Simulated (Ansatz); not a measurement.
Energy profile

The step: AlNH₄ ([NH2][AlH2]) → AlNH₂ ([NH][AlH]) + H₂; bonds formed: H2–H4; bonds broken: Al1–H2, N3–H4 (atoms numbered as in the saddle structure below).

Al1  (-0.722, 0.180, -0.083)
H2  (0.804, 1.152, -0.607)
N3  (0.404, -0.931, 0.476)
H4  (1.051, 0.416, -0.230)
H5  (-2.001, 1.007, -0.493)
H6  (0.464, -1.824, 0.937)
(Å)

Electronic energies by CCSD(T) at an estimated basis limit (MP2 extrapolated from triple and quadruple zeta, plus CCSD(T) − MP2 in triple zeta), on PBE0-D4/def2-TZVP structures; AlNH4, singlet; no counterpoise correction. Computed with Ansatz 0.2.0 (basis: def2-TZVPP and def2-QZVPP); correlated methods freeze the cores. Extrapolation: Hartree–Fock as exp(−7.88 √X), correlation as X^−2.97.

Question: Give the profile in eV, counted from the start structure. (An estimate is asked for; the value comes from the calculation.)

Answer: Computed:
| point | eV |
| --- | --- |
| start structure | 0.000 |
| saddle | 3.153 |
| end structure | 2.922 |
| separated: AlNH2 (linked as [NH][AlH]; Al1, N3, H5, H6; singlet) + H2 (H2, H4; singlet) | 2.910 |

No T1 diagnostic of these runs exceeds 0.028. The T1 diagnostic is large here, which may signal multireference character or strong orbital relaxation, so CCSD(T) is less sure.

For scale, one of the runs: CCSD(T)/def2-TZVPP, 129 basis functions, launched by `ansatz run in.yaml --threads 2 --pin off --events-out ev --progress --plain --max-ram 4352MiB`. Hardware: 2 CPU threads of an Intel Xeon Platinum 8488C, shared host. Wall time about 4.1 s.
